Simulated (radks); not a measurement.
Q: The mean radii <r> (bohr) of the occupied orbitals of an atom or ion are listed with their occupations. Calculated with a radial shooting solver on a logarithmic mesh with Libxc functionals: Dirac Kohn-Sham, PBE, spin-unpolarised, spherical densities, point nucleus.

| orbital | occ. | <r> |
|---|---|---|
| 1s1/2 | 2 | 0.02507 |
| 2s1/2 | 2 | 0.1070 |
| 2p1/2 | 2 | 0.08991 |
| 2p3/2 | 4 | 0.09601 |
| 3s1/2 | 2 | 0.2848 |
| 3p1/2 | 2 | 0.2747 |
| 3p3/2 | 4 | 0.2867 |
| 3d3/2 | 4 | 0.2577 |
| 3d5/2 | 6 | 0.2615 |
| 4s1/2 | 2 | 0.6542 |
| 4p1/2 | 2 | 0.6746 |
| 4p3/2 | 4 | 0.7015 |
| 4d3/2 | 4 | 0.7620 |
| 4d5/2 | 6 | 0.7716 |
| 5s1/2 | 2 | 1.564 |
| 5p1/2 | 2 | 1.760 |
| 5p3/2 | 4 | 1.842 |
| 5d3/2 | 0.8 | 2.884 |
| 5d5/2 | 1.2 | 2.940 |
| 7d3/2 | 0.4 | 21.86 |
| 7d5/2 | 0.6 | 21.80 |

Name the element and its charge. Open shells, if any, are shared by 2j + 1.

A: Z = 57, lanthanum, charge 0: La in [Xe] 5d2 7d1. The 1s radius gives Z: for a bare nucleus <r> = (2 gamma + 1)/(2Z) with gamma = sqrt(1 - (Z/c)^2), 0.02473 bohr for Z = 57, and screening makes it slightly larger (0.02507 here). The occupations add up to 57, and the charge is Z minus that.
